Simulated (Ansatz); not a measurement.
C7H16O, SMILES `CCCC(O)CCC` from Hartree–Fock to CCSD(T)

Z-matrix (Å, degrees):
```
C
C 1 1.520
H 1 1.094 2 111.3
H 1 1.093 2 110.8 3 119.7
H 1 1.092 2 112.0 3 -120.7
C 2 1.525 1 115.8 3 54.9
H 2 1.095 1 108.9 3 -67.1
H 2 1.096 1 109.2 3 177.7
C 6 1.530 2 115.4 1 63.1
H 6 1.098 2 109.8 1 -61.5
H 6 1.094 2 108.0 1 -177.6
O 9 1.422 6 111.4 2 142.0
C 9 1.523 6 112.9 2 -93.3
H 9 1.096 6 108.3 2 28.5
H 12 0.962 9 107.8 6 66.2
C 13 1.522 9 114.5 6 174.0
H 13 1.094 9 109.4 6 50.2
H 13 1.099 9 107.3 6 -64.0
C 16 1.520 13 113.6 9 -68.9
H 16 1.094 13 109.0 9 53.7
H 16 1.095 13 108.7 9 169.4
H 19 1.094 16 111.2 13 -57.5
H 19 1.092 16 111.8 13 62.8
H 19 1.092 16 111.2 13 -177.4
```

The species carries charge 0 and has multiplicity 1. The structure was optimised at the PBE0-D4/def2-TZVP level. It is one conformer, not always the lowest. Frozen core, restricted reference, Ansatz. CBS rows extrapolate triple and quadruple zeta; past MP2 they add the triple-zeta difference.

```json
{"basis": "def2-TZVPP", "HF (Eh)": "-349.38682", "MP2 corr.": "-1.47598"}
{"basis": "def2-QZVPP", "HF (Eh)": "-349.40324", "MP2 corr.": "-1.57194"}
```

Problem. Estimate the CCSD correlation energy and the (T) correction in each basis where they were run (hartree).

Solution. 
```csv
basis,CCSD corr.,(T)
def2-TZVPP,-1.55498,-0.06074
CBS(def2),-1.72203,as TZ
```
